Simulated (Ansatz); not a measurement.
Reactions of C2H4BClO, SMILES `ClC1CBO1`.

Computed with Ansatz on PBE0-D4/def2-TZVP structures; ΔE is electronic, products minus reactants. CCSD(T)/CBS is the MP2 limit (def2-TZVPP, def2-QZVPP) plus CCSD(T) − MP2 in def2-TZVPP, frozen cores. This one scheme is used for every species, atoms too. No spin–orbit coupling; open shells (•) take unrestricted orbitals. Spin–orbit coupling would lower the free atoms: a little for B, C, Cl, O. Each species was taken in one conformer, which may not be the lowest.

(1) Order these by ΔE at CCSD(T)/CBS, lowest first. (An estimate is asked.)
A. `ClC1CBO1` → `O=CCBCl`
B. `ClC1CBO1` + H₂ → `B1CCO1` + HCl
C. `ClC1CBO1` → `C=C(O)BCl`
D. `ClC1CBO1` → `ClBC1CO1`
E. `ClC1CBO1` → `OB1CC1Cl`
F. `ClC1CBO1` → B• + 2 C• + Cl• + 4 H• + O•

Largest T1 diagnostic: 0.014, for `O=CCBCl`.

Results:

(1) B (-65.8 kJ/mol), A (-21.0 kJ/mol), C (-0.6 kJ/mol), E (+30.2 kJ/mol), D (+82.2 kJ/mol), F (+3585.8 kJ/mol).
